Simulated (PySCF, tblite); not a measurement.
Isomers of C8H13OP. Computed values, GFN2-xTB/tblite, gas phase, harmonic and unscaled. Errors from tens to a few hundred cm⁻¹ against measured bands are possible. One conformer each.

Electronic energies: PBE0/pcSseg-1 single points on the GFN2-xTB geometries (PySCF, gas phase).

```csv
SMILES,"electronic energy, lowest = 0 (kJ/mol)"
CC1=C[P@](=O)(C2CC2)CC1,26.3
C=C(C)P(C(C)=O)C1CC1,158.3
C=CC1=C(C)[P@](C)(=O)CC1,0.0
O=C1CCP(C2CC2)CC1,65.4
C#CCP(CC)CC(C)=O,196.4
```

Task: How do GFN2-xTB zero-point energies change the relative energies?

Result: 
| SMILES | ZPE (kJ/mol) | of it from modes above 1550 cm⁻¹ | electronic (kJ/mol) | with ZPE, lowest = 0 (kJ/mol) | lowest mode (cm⁻¹) | rings |
| --- | --- | --- | --- | --- | --- | --- |
| C=CC1=C(C)[P@](C)(=O)CC1 | 492.9 | 254.4 | 0.0 | 0.0 | 61 | 1 |
| CC1=C[P@](=O)(C2CC2)CC1 | 499.4 | 245.8 | 26.3 | 32.8 | 32 | 2 |
| O=C1CCP(C2CC2)CC1 | 501.5 | 243.7 | 65.4 | 74.0 | 38 | 2 |
| C=C(C)P(C(C)=O)C1CC1 | 489.8 | 257.5 | 158.3 | 155.2 | 33 | 1 |
| C#CCP(CC)CC(C)=O | 484.1 | 258.7 | 196.4 | 187.7 | 24 | 0 |

The zero-point energies span 17.4 kJ/mol, from `C#CCP(CC)CC(C)=O` to `O=C1CCP(C2CC2)CC1`. The order is unchanged.

Task: And how do the electronic energies of GFN2-xTB itself compare?

Result: `C=CC1=C(C)[P@](C)(=O)CC1` 4.7; `CC1=C[P@](=O)(C2CC2)CC1` 0.0; `O=C1CCP(C2CC2)CC1` 132.4; `C=C(C)P(C(C)=O)C1CC1` 243.4; `C#CCP(CC)CC(C)=O` 273.9 kJ/mol, lowest = 0. Against the energies above, taken from the same isomer `C=CC1=C(C)[P@](C)(=O)CC1`, the largest difference is 80.4 kJ/mol.

Task: What do entropy and thermal enthalpy add at 298.15 K and 1 bar (rigid rotor, harmonic oscillator, one conformer each)?

Result: 
```json
{"SMILES": "C=CC1=C(C)[P@](C)(=O)CC1", "point group": "C1", "symmetry number": "1", "S (J/(mol K))": "446.1", "H − H(0) (kJ/mol)": "34.14", "ZPE + H − H(0) − TS (kJ/mol)": "394.0"}
{"SMILES": "CC1=C[P@](=O)(C2CC2)CC1", "point group": "C1", "symmetry number": "1", "S (J/(mol K))": "437.4", "H − H(0) (kJ/mol)": "31.72", "ZPE + H − H(0) − TS (kJ/mol)": "400.7"}
{"SMILES": "O=C1CCP(C2CC2)CC1", "point group": "Cs", "symmetry number": "1", "S (J/(mol K))": "428.2", "H − H(0) (kJ/mol)": "30.28", "ZPE + H − H(0) − TS (kJ/mol)": "404.1"}
{"SMILES": "C=C(C)P(C(C)=O)C1CC1", "point group": "C1", "symmetry number": "1", "S (J/(mol K))": "480.4", "H − H(0) (kJ/mol)": "36.46", "ZPE + H − H(0) − TS (kJ/mol)": "383.0"}
```

Not tabulated: `C#CCP(CC)CC(C)=O` (lowest mode only 24 cm⁻¹).
